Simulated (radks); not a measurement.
Excited configurations of Ba3+: one electron is placed in a higher orbital outside [Kr] 4d10 5s2 5p4. The ground configuration is [Kr] 4d10 5s2 5p5. Calculated with a radial shooting solver on a logarithmic mesh with Libxc functionals: scalar-relativistic Kohn-Sham, SCAN, spin-polarised, spherical densities, finite nucleus; open shells are filled with parallel spins first (spin-orbit coupling, left out, can overturn this in heavy ions); meta-GGA in the generalised Kohn-Sham scheme; Fermi nuclear charge, rms radius 4.8378 fm. Excitation = E - E(ground); binding = E(ion) - E, where the ion is the core of charge +4; n* = 4/sqrt(2 binding) in atomic units, and the quantum defect is n - n*.

| outer orbital | excitation (eV) | binding (eV) | eigenvalue (eV) | <r> (bohr) |
|---|---|---|---|---|
| 4f | 19.946 | 27.450 | -20.207 | 1.396 |
| 5d | 19.140 | 28.255 | -24.031 | 2.403 |
| 5f | 34.169 | 13.227 | -11.275 | 4.610 |
| 6p | 27.337 | 20.058 | -18.011 | 4.006 |
| 6d | 33.090 | 14.306 | -12.638 | 5.185 |
| 6f | 38.742 | 8.653 | -7.584 | 7.973 |
| 7p | 35.689 | 11.707 | -10.550 | 6.903 |
| 7d | 38.402 | 8.993 | -8.047 | 8.549 |

The Delta-SCF ionisation energy is 47.395 eV (NIST Atomic Spectra Database: 47.0 eV, semi-empirical). Self-interaction in the functional shifts the binding energies and quantum defects, so they are the method's values and not measured ones. Open shells are spherical and high-spin; term and fine-structure splittings are not resolved. Spin-orbit splitting is averaged out at the scalar-relativistic level.
